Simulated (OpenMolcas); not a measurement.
**3s² 3p along the 13-electron sequence**

```json
{"Program": "OpenMolcas 26.06", "Method": "MS-CASPT2, IPEA 0.25 Eh, imaginary shift 0.1 Eh", "Basis": "ANO-R2", "Scalar Hamiltonian": "X2C, finite nucleus", "Spin-orbit coupling": "state interaction with AMFI integrals over the reference wave functions, term energies averaged over their components"}
```

Active space for each ion: 3 electrons in 8 orbitals (3s 3p 4s 4p); closed shells correlated by CASPT2: 2s 2p.

Computed levels in cm-1 above ²P°_1/2:

| Level | Si+ | P2+ | S3+ | Cl4+ | Ar5+ |
| --- | --- | --- | --- | --- | --- |
| ²P°_3/2 | 248 | 499 | 845 | 1357 | 2060 |
| weight of ²P° in the lowest level (%) | 100 | 100 | 100 | 100 | 100 |

Measured, with the error of the calculation in %. Measured levels: Si+ from NIST Handbook of Basic Atomic Spectroscopic Data; P2+ from Martin, Zalubas and Musgrove, J. Phys. Chem. Ref. Data 14, 751 (1985); S3+ from NIST levels in Podobedova, Kelleher and Wiese, J. Phys. Chem. Ref. Data 38, 171 (2009); Ar5+ from Saloman, J. Phys. Chem. Ref. Data 39, 033101 (2010).

```csv
Level,Si+,P2+,S3+,Ar5+
²P°_3/2,287 (-13.8),559 (-10.8),951 (-11.2),2208 (-6.6)
```

The fine-structure level ²P°_3/2 changes by a factor of 8.31 from Si+ to Ar5+. Its fourth root runs 3.97, 4.73, 5.39, 6.07, 6.74, with steps per unit of Z of 0.76, 0.67, 0.68, 0.67; equal steps would mean a (Z - σ)^4 law with constant σ.

Over all roots computed the reference weight is 0.88 to 0.98 in Si+, 0.86 to 0.99 in P2+, 0.87 to 0.98 in S3+, 0.88 to 0.99 in Cl4+, 0.89 to 0.99 in Ar5+; the roots of lowest weight are the least certain, and an intruder state may touch them. The run also gave levels led by 3s² 4p, which use shells meant for correlation; these and all levels above them are left out (holds for Si+; P2+). Active for correlation alone: 4p 4s; no level in the range computed is led by a configuration that fills them, so any true level of that kind is missing (holds for S3+; Cl4+; Ar5+). Computed and measured levels are paired by configuration, term and J; levels that our copy of the source lacks, or whose pairing is in doubt (as where it misses far off the trend of its configuration), stay unpaired and out of the deviations. Only configurations of the active space appear.

° marks odd parity.
